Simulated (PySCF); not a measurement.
## A ladder of Hamiltonians for Er(64+) (erbium, charge +64)

Occupied: 1s1/2, 2s1/2. Hartree-Fock calculated with PySCF 2.14 in an even-tempered Gaussian basis (19 s from 16 bohr⁻², ratio 2.3; 15 p from 19 bohr⁻², ratio 2.3), Gaussian nucleus throughout. NR is non-relativistic, sf-X2C the spin-free one-electron X2C Hamiltonian, X2C adds the bare one-electron spin-orbit term, X2C-SNSO screens it by Boettger's factors, DC is four-component Dirac-Coulomb, and the Gaunt and Breit terms are added at first order (total energies over the DC spinors, levels after relaxing the spinors in that mean field). QED terms are absent. Levels marked empty are virtual spinors of this ion.

```tsv
Hamiltonian	E (hartree)	E − E(DC) (hartree)	CPU seconds
NR	-5673.6726	415.5143	0.44
sf-X2C	-6086.4114	2.7755	0.26
X2C	-6086.4114	2.7755	0.26
X2C-SNSO	-6086.4114	2.7755	0.26
DC	-6089.1869	0.0000	5
DC+Gaunt	-6083.6234	5.5635	8.7
DC+Breit	-6083.7428	5.4441	64
```

```
   level (eV)        NR    sf-X2C       X2C  X2C-SNSO        DC  DC+Gaunt  DC+Breit
        1s1/2  -61037.0  -65184.4  -65184.4  -65184.4  -65251.1  -65117.6  -65119.1
        2s1/2  -14725.9  -15992.1  -15992.1  -15992.1  -16000.0  -15984.1  -15985.7
2p1/2 (empty)  -14339.5  -14814.0  -15552.4  -15527.4  -15535.8  -15506.6  -15510.6
2p3/2 (empty)  -14339.5  -14814.0  -14511.2  -14519.6  -14521.2  -14505.4  -14509.3
3s1/2 (empty)   -6345.8   -6772.6   -6772.6   -6772.6   -6774.7   -6770.3   -6770.9
```

```csv
interval (eV),X2C,X2C-SNSO,DC,DC+Gaunt,DC+Breit
2p3/2 − 2p1/2,1041,1008,1015,1001,1001
```

Weight of the small component: 1s1/2 0.0652, 2s1/2 0.0158, 2p1/2 0.0157, 2p3/2 0.0146, 3s1/2 0.00667.

Koopmans' value for the highest occupied level at DC+Breit: 15985.7 eV, against an ionisation energy of 15971 ± 24 eV (theoretical estimate listed by NIST; NIST Atomic Spectra Database, ionization energies); the former lacks relaxation, correlation, QED and recoil.

The whole ladder took 80 s of wall time on 1 thread of Neoverse-V1 (shared host), launched as `OMP_NUM_THREADS=1 python relrun2.py TASK.json OUT` (a driver that calls PySCF for each Hamiltonian).
